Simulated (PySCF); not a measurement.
PySCF input file for InCl2I, SMILES [Cl][In]([I])[Cl], B3LYP-D3(BJ)/def2-SVP. Geometry: B3LYP-D3(BJ)/def2-SVP. The def2 effective core potentials stand for the cores of I, In; spin–orbit coupling is left out.

```python
import numpy as np
from pyscf import gto, scf, dft, df
from pyscf.hessian import thermo

mol = gto.M(
    atom='''
    In    0.00000000   -0.00000000   -0.73134138
    Cl    0.00000000   -1.99978333   -1.95669430
    Cl    0.00000000    1.99978334   -1.95669429
    I     0.00000000   -0.00000000    1.93138366
    ''',
    basis='def2-SVP',
    ecp={'I': 'def2-svp', 'In': 'def2-svp'},
    charge=0,
    spin=0,
    max_memory=1600,
    verbose=3,
)
mf = dft.RKS(mol, xc='b3lyp').density_fit(auxbasis='def2-universal-jkfit')
mf.disp = 'd3bj'
mf.grids.level = 3
mf.conv_tol = 1e-11
mf.max_cycle = 100
mf.kernel()

# [left out here: the lines that compute and print the analytic Hessian (its translational invariance restored by hand, since the grid's response is missing), thermochemistry and intensities]
```

It prints:

```
converged SCF energy = -1408.29268453435

WARN: DFTD3 does not support analytical Hessian, using finite difference


WARN: Mole.unit (angstrom) is changed to Bohr

Mode                                 0                   1                   2
Irrep
Freq [cm^-1]                       66.1399             84.3450             90.5563
Reduced mass [au]                  51.9191             59.9616             39.9507
Force const [Dyne/A]                0.1338              0.2513              0.1930
Char temp [K]                      95.1606            121.3536            130.2904
Normal mode                   x     y     z       x     y     z       x     y     z
       0  In                -0.00  0.05  0.00    0.07  0.00  0.00    0.00  0.00 -0.02
       1  Cl                 0.00 -0.01  0.09   -0.08  0.00 -0.00   -0.00 -0.07  0.09
       2  Cl                 0.00 -0.01 -0.09   -0.08 -0.00 -0.00   -0.00  0.07  0.09
       3   I                 0.00 -0.04  0.00   -0.02 -0.00  0.00   -0.00 -0.00 -0.03
Mode                                 3                   4                   5
Irrep
Freq [cm^-1]                      199.1392            357.3667            384.4684
Reduced mass [au]                  91.1186             41.3115             44.9064
Force const [Dyne/A]                2.1290              3.1085              3.9109
Char temp [K]                     286.5169            514.1711            553.1644
Normal mode                   x     y     z       x     y     z       x     y     z
       0  In                -0.00 -0.00  0.06    0.00 -0.00 -0.04   -0.00  0.05 -0.00
       1  Cl                 0.00  0.04  0.02   -0.00  0.09  0.05    0.00 -0.08 -0.05
       2  Cl                 0.00 -0.04  0.02   -0.00 -0.09  0.05    0.00 -0.08  0.05
       3   I                 0.00  0.00 -0.06   -0.00  0.00  0.01    0.00  0.00  0.00
temperature 298.1500 [K]
pressure 101325.00 [Pa]
Rotational constants [GHz] 1.78240 0.62808 0.46443
Symmetry number 2
Zero-point energy (ZPE) 0.00269 [Eh]   7070.022 [J/mol]
                           tot       elec      trans        rot        vib
Entropy [J/mol/K]       370.442      0.000    180.396    123.118     66.929
Cv [J/mol/K]             70.092      0.000     12.472     12.472     45.149
Cp [J/mol/K]             78.407      0.000     20.786     12.472     45.149
Internal energy [J/mol]                      3718.434   3718.434  16415.406
Internal energy [Eh]   -1408.28360  -1408.29268
Enthalpy [J/mol]                             6197.391   3718.434  16415.406
Enthalpy [Eh]          -1408.28266
Gibbs free energy [J/mol]                  -47587.568 -32989.260  -3539.351
Gibbs free energy [Eh] -1408.32472
mode   freq/cm-1   IR/(km/mol)
   1       66.14         3.075
   2       84.34         8.186
   3       90.56         8.251
   4      199.14        13.248
   5      357.37        42.374
   6      384.47        53.188
max |gradient| / (hartree/bohr): 9.871650269898844e-05
APT charges: [ 1.4541 -0.536  -0.536  -0.3822]
```

Self-consistency was reached.
